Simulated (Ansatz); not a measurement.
Harmonic frequencies (cm⁻¹) at PBE0-D4/def2-TZVP from Ansatz: 18, 46, 52, 87, 124, 153, 268, 345, 376, 430, 531, 541, 634, 660, 695, 866, 875, 935, 938, 1000, 1186, 1213, 1315, 1435, 1438, 2150, 2186, 2192, 2554, 3032, 3104, 3131, 3815.

Each molecule was computed in one conformer, which needn't be the lowest.

(1) Which molecule is it?
A. `CNC(O)S`
B. `C/C(Cl)=N\[SiH3]`
C. `[CH3][Al]([SiH3])[BH]O`
D. `[BH2][AlH][O][SiH3]`

Results:

(1) C.
